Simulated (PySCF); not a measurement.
Compound: C₃H₃Cl₂FGe.
Atom-mapped SMILES: `[F:1][C:2]([Cl:3])([Cl:4])[C:5]#[C:6][GeH3:7]` (hydrogens: H8, H9, H10 on Ge7)

Computed, not measured: PBE0-D3(BJ)/def2-SVP geometry optimisation, gas phase in PySCF 2.14.0.

Some entries are withheld. Bonds in one row agree within 0.01 Å.

```tsv
coordinate	value
F1–C2	1.340 Å
C2–Cl3, C2–Cl4	1.783 Å
C2–C5	?
C5≡C6	?
C6–Ge7	?
Ge7–H8, Ge7–H9, Ge7–H10	1.533 Å
F1–C2–Cl3	?
F1–C2–C5	?
Cl3–C2–Cl4	109.6°
Cl3–C2–C5	?
C2–C5–C6	179.4°
C5–C6–Ge7	179.8°
```

Task: Estimate the withheld lengths and angles.

Result: 
- C2–C5 = 1.453 Å, drawn single (CCl2 carbon to alkyne carbon); equal to the sum of covalent radii, 1.45 Å.
- C5≡C6 = 1.216 Å, drawn triple (both ends alkyne carbon); 0.16 Å below the sum of covalent radii, 1.38 Å.
- C6–Ge7 = 1.907 Å, drawn single (ends: alkyne carbon; germanium bonded to C and 3 H); 0.02 Å above the sum of covalent radii, 1.89 Å.
- F1–C2–Cl3 = 108.1°, at the CCl2 carbon; the outer atoms are 2.541 Å apart.
- F1–C2–C5 = 111.0°, at the CCl2 carbon; the outer atoms are 2.303 Å apart.
- Cl3–C2–C5 = 110.0°, at the CCl2 carbon; the outer atoms are 2.658 Å apart.

Radii are Cordero's, carbon taken as 0.76, 0.73 or 0.69 Å for four, three, and two or fewer neighbours.

No PBE0-D3(BJ)/def2-SVP frequencies stand behind this structure, so it isn't proved a minimum.
